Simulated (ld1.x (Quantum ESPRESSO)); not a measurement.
# What one change does to a pseudopotential (hafnium, RRKJ)

```json
{
  "Element": "Hf (Z = 72)",
  "Generator": "ld1.x (Quantum ESPRESSO) 7.5",
  "Type": "norm-conserving RRKJ (Kleinman–Bylander form)",
  "Functional": "PBE",
  "Relativity": "scalar-relativistic",
  "Frozen core": "[Xe] 4f14",
  "Valence charge": "4",
  "Reference configuration": "5d2 6s2 6p0",
  "Partial waves": "6p (bound, empty): rc 4.20 bohr; 5d (bound): rc 2.25 bohr; 6s (bound): rc 3.10 bohr",
  "Local potential": "the s channel",
  "Core correction": "none",
  "rho0": "0.02"
}
```

Change: core correction a·sin(br)/r model core inside 2.38 bohr.

Cutoffs: the cutoffs (Ry, on a coarse ladder) from which the occupation-weighted sum of valence levels, in a spherical-Bessel basis at the reference potential, stays within 10 and 1 mRy of its value at 400 Ry; they do not see the model core or the augmentation charge, which bear on the density cutoff. Errors are all-electron minus pseudo energies relative to the spin-unpolarised reference configuration.

Q: Predict the effect on cutoff, ghosts and configuration errors.

A: The potential gets neither clearly harder nor softer (21 Ry and 25 Ry → 21 Ry and 25 Ry); of the 7 tests that both files solve, the error grows in 2 and shrinks in 4 by more than 15 % and 0.3 meV (median size 35.9 → 28.4 meV); neither file shows a bound ghost. A model core, the more so a compact one, raises the density cutoff, which this test does not measure.

| quantity | base | changed |
| --- | --- | --- |
| cutoff, loose | 21 Ry | 21 Ry |
| cutoff, tight | 25 Ry | 25 Ry |
| bound ghosts | none | none |
| error for 5d2 6s1 6p0, meV [ΔE 7.98 eV] | +5.5 | -5.1 |
| error for 5d2 6s0 6p0, meV [ΔE 22.16 eV] | +130 | -25 |
| error for 5d1 6s0 6p0, meV [ΔE 43.95 eV] | +289 | -204 |
| error for 5d3 6s0 6p0, meV [ΔE 9.99 eV] | +84 | -31 |
| error for 5d1 6s2 6p0, meV [ΔE 6.50 eV] | +36 | -28 |
| error for 5d1 6s2 6p1, meV [ΔE 1.96 eV] | +19 | -64 |
| error for 5d3 6s1 6p0, meV [ΔE 2.59 eV] | +13 | -23 |
| s: phases at 4.56 bohr within 0.05 rad from the reference energy up to (Ry; the scan ends near 5) | 0.7 | 0.7 |
| p: phases at 4.56 bohr within 0.05 rad from the reference energy up to (Ry; the scan ends near 5) | 1.2 | 1.2 |
| d: phases at 4.56 bohr within 0.05 rad from the reference energy up to (Ry; the scan ends near 5) | 0.5 | 0.5 |
